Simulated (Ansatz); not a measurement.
A nudged elastic band was laid between two geometries of CH₆AsBOSi (11 atoms, charge 0, multiplicity 1).

Computed with Ansatz, RKS r2SCAN/def2-SVP.

| Quantity | Value |
| --- | --- |
| movable images | 7 |
| climbing image | yes |
| spring | 5.0 eV/Å² |
| optimiser | quadratic models (default) |
| start path | IDPP |
| force threshold | 0.05 eV/Å |
| iteration limit | 48 |
| end points | relaxed |

Image 0:

```xyz
11
Properties=species:S:1:pos:R:3
O -2.094 0.504 0.871
Si -0.643 0.575 0.049
C 0.734 -0.233 1.062
B 1.337 -0.702 -0.294
As -0.226 -1.154 -1.532
H -2.891 0.633 0.341
H -0.368 1.958 -0.438
H 1.348 0.274 1.819
H 0.119 -1.024 1.537
H 2.472 -0.533 -0.669
H 0.276 -0.356 -2.724
```

Image 8:

```xyz
11
Properties=species:S:1:pos:R:3
O -2.146 0.888 0.641
Si -0.613 0.693 0.012
C 0.669 -0.268 1.044
B 1.296 -0.714 -0.310
As -0.266 -1.039 -1.578
H -2.693 0.096 0.701
H -0.183 2.060 -0.372
H 1.280 0.167 1.846
H 0.016 -1.063 1.458
H 2.451 -0.606 -0.642
H 0.254 -0.271 -2.779
```

(1) What changes between the two ends?

(2) What energy profile does the band end with?

(3) What is the geometry of the highest image?

Results:

(1) No bond is made or broken. The dihedral H6–O1–Si2–As5 goes from -66 to 30°.

(2) It converged. The highest image is number 4 of 0 to 8, 0.006 eV above the first end and 0.013 eV above the last; the last end lies 0.007 eV below the first. The top lies less than 8 meV above the higher end, about what the thresholds resolve: that end is a shoulder or a very shallow well. A vibrational analysis at the climbing image gives one clearly imaginary mode, 145i cm⁻¹: a first-order saddle point.

```csv
image,path coordinate (Å),energy (eV),dihedral H6–O1–Si2–As5 (°)
0,0.00,0.000,-66
1,0.13,0.001,-57
2,0.26,0.003,-47
3,0.39,0.005,-35
4,0.52,0.006,-23
5,0.67,0.004,-8
6,0.81,-0.001,7
7,0.96,-0.006,19
8,1.11,-0.007,30
```

(3) 
```xyz
11
Properties=species:S:1:pos:R:3
O -2.094 0.708 0.812
Si -0.599 0.669 0.069
C 0.727 -0.258 1.068
B 1.283 -0.731 -0.304
As -0.314 -1.061 -1.536
H -2.811 0.284 0.326
H -0.212 2.044 -0.349
H 1.383 0.196 1.822
H 0.063 -1.010 1.540
H 2.418 -0.607 -0.695
H 0.221 -0.291 -2.731
```

Time of the run: 3 min on 2 threads of AMD EPYC 9R14 (Zen 4) (shared host), peak memory 0.21 GiB.
